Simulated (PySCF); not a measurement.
Polarisability and C₆ of Cu³⁺ (copper, charge +3)

[Ar] 3d8, high-spin 3F determinant. Calculation: PySCF 2.14, in def2-QZVPPD; no relativity, point nucleus. Coupled (time-dependent) response in atomic units; α is the mean over directions.

```csv
method,mean α (bohr³),C₆ (like pair),S(−4)
CAM-B3LYP,1.575,3.599,0.8307
```

S(−4) is the Cauchy moment in α(ω) = α(0) + S(−4) ω² + …

α(iu) at CAM-B3LYP:

```
u (hartree)  α(iu) (bohr³)
          0          1.575
     0.0500          1.573
      0.100          1.567
      0.200          1.543
      0.300          1.507
      0.500          1.408
      0.750          1.268
       1.00          1.135
       1.50         0.9150
       2.00         0.7499
       3.00         0.5261
       5.00         0.2953
```

A single London oscillator, α(iu) = α/(1 + u²/ω²), gives C₆ = (3/4) ω α². Matching the computed C₆ needs ω = 4 × 3.599 / (3 × 1.575²) = 1.93 hartree.

For an ion, C₆ is the dispersion term alone; charge-induced terms of lower order in 1/R come first.
